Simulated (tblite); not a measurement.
Isomers of C5H6N2O2. All values are computed: GFN2-xTB (tblite) harmonic vibrations without scaling, gas phase. This tight-binding method is rough: wavenumbers can miss measured ones by several per cent, in bad cases by 10 to 20. One conformer each.

Electronic energies: GFN2-xTB at the same geometries; isomer energies are rough at this level and their order can be wrong.

| SMILES | electronic energy, lowest = 0 (kcal/mol) |
| --- | --- |
| CC(=O)c1noc(C)n1 | 21.9 |
| O=COCn1cccn1 | 7.6 |
| Cn1nc(O)ccc1=O | 0.0 |
| CC(=O)c1nnc(C)o1 | 9.0 |

Q: How do GFN2-xTB zero-point energies change the relative energies?

A: 
```tsv
SMILES	ZPE (kcal/mol)	of it from modes above 1550 cm⁻¹	electronic (kcal/mol)	with ZPE, lowest = 0 (kcal/mol)	lowest mode (cm⁻¹)	rings
Cn1nc(O)ccc1=O	68.5	31.6	0.0	0.0	35	1
O=COCn1cccn1	69.1	28.7	7.6	8.1	43	1
CC(=O)c1nnc(C)o1	68.0	28.6	9.0	8.5	18	1
CC(=O)c1noc(C)n1	68.0	30.9	21.9	21.4	18	1
```

The zero-point energies span 1.1 kcal/mol, from `CC(=O)c1nnc(C)o1` to `O=COCn1cccn1`. The order is unchanged.
